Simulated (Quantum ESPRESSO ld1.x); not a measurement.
Charge is removed step by step from the 4d (averaged over the sub-levels emptied) level of the zirconium ion Zr+, starting from [Kr] 4d2 5s1. Calculated with ld1.x of Quantum ESPRESSO 7.5: Dirac Kohn-Sham, relativistic LDA (MacDonald-Vosko exchange, VWN5 correlation), spin-unpolarised, spherical densities, point nucleus; open shells are shared between the two j in proportion to 2j + 1.

| removed (e) | E - E(0) (eV) | eigenvalue (eV) | E minus straight line (eV) |
|---|---|---|---|
| 0 | 0.000 | -10.203 | 0.000 |
| 0.1 | 1.065 | -11.102 | -0.431 |
| 0.2 | 2.221 | -12.021 | -0.772 |
| 0.3 | 3.470 | -12.959 | -1.019 |
| 0.4 | 4.814 | -13.916 | -1.172 |
| 0.5 | 6.254 | -14.891 | -1.228 |
| 0.6 | 7.792 | -15.884 | -1.186 |
| 0.7 | 9.431 | -16.893 | -1.044 |
| 0.8 | 11.172 | -17.919 | -0.800 |
| 0.9 | 13.015 | -18.961 | -0.452 |
| 1 | 14.964 | -20.019 | 0.000 |

Removing the whole electron costs 14.964 eV by Delta-SCF, against 10.203 eV from minus the eigenvalue at the starting occupation. Slater's transition state (half an electron removed) gives 14.891 eV. Integrating minus the eigenvalue over the occupation (Janak's theorem) gives 14.964 eV. The mean slope of the eigenvalue, de/dn, is 9.82 eV per electron.
